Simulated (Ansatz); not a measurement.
Born–Oppenheimer molecular dynamics of H7NOSi2 (11 atoms, charge 0, multiplicity 1). It goes on from the last frame of an earlier run, with new velocities.

The calculation used RKS PBE0-D4/STO-3G in Ansatz.

```json
{
 "ensemble": "NVE (Milne-controlled integrator)",
 "time step": "0.5 fs",
 "steps asked": "166",
 "starting velocities drawn for": "500 K",
 "seed": "936860"
}
```

First frame:

```xyz
11
Properties=species:S:1:pos:R:3
Si 0.040 -0.054 0.012
O 0.111 -0.356 1.662
Si -1.240 -0.558 2.615
H -1.083 -1.724 3.432
H -1.052 0.482 3.640
H -2.391 -0.813 1.733
H 1.429 0.091 -0.358
H -0.478 1.232 -0.358
N -1.061 -1.122 -0.928
H -2.097 -1.276 -0.761
H -0.670 -2.124 -0.816
```

(1) How far do the bonds stretch over the last three quarters of this one trajectory? (Pairs bonded in most of those frames.)

Results:

(1) 
| bond | mean (Å) | spread (Å) | shortest | longest |
| --- | --- | --- | --- | --- |
| Si1–O2 | 1.703 | 0.020 | 1.67 | 1.73 |
| Si1–H7 | 1.451 | 0.030 | 1.40 | 1.50 |
| Si1–H8 | 1.453 | 0.012 | 1.43 | 1.48 |
| Si1–N9 | 1.735 | 0.032 | 1.67 | 1.78 |
| O2–Si3 | 1.708 | 0.018 | 1.68 | 1.74 |
| Si3–H4 | 1.453 | 0.050 | 1.38 | 1.53 |
| Si3–H5 | 1.462 | 0.062 | 1.36 | 1.56 |
| Si3–H6 | 1.458 | 0.029 | 1.41 | 1.51 |
| N9–H10 | 1.036 | 0.015 | 1.01 | 1.07 |
| N9–H11 | 1.040 | 0.039 | 0.97 | 1.10 |

Mean temperature of the second half: 597 K. The conserved energy stayed within 0.037 meV per atom of its start (net change -0.029 meV per atom), so the integration is sound. A run of 0.083 ps of so small a system gives no equilibrium averages. Limits of this set-up: minimal basis.

Time of the run: 5.1 min on 1 thread of Arm Neoverse V2 (shared host), peak memory 0.095 GiB.
